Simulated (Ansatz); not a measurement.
Basis-set extrapolation for C2H10O2SSi2, SMILES `CO[SiH2]S[SiH2]OC` (PBE0-D4/def2-TZVP geometry, frozen core, the Gaussian-basis code of Ansatz). Multiplicity 1, RHF reference.

|  | def2-TZVPP | def2-QZVPP |
| --- | --- | --- |
| HF | -1206.942716 | -1206.983711 |
| MP2 correlation | -1.242579 | -1.338497 |
| CCSD(T) correlation | -1.364753 | not run |

Energies in hartree. Use E(X) = E(∞) + A·exp(−7.88·√X) for Hartree–Fock and E(X) = E(∞) + B·X^(−2.97) for correlation, with X = 3 and 4, and add CCSD(T) minus MP2 of the smaller set to the MP2 limit.

Q: What is the CCSD(T) energy at the basis-set limit?

A: HF limit: -1206.983711 + (-0.040995) × 0.13774 = -1206.98936. MP2 limit: -1.338497 + (-0.095918) × 0.74074 = -1.40955. Higher-order term: -1.364753 − (-1.242579) = -0.12217. Total: -1208.52108 hartree, 5.81 eV below CCSD(T)/def2-TZVPP.
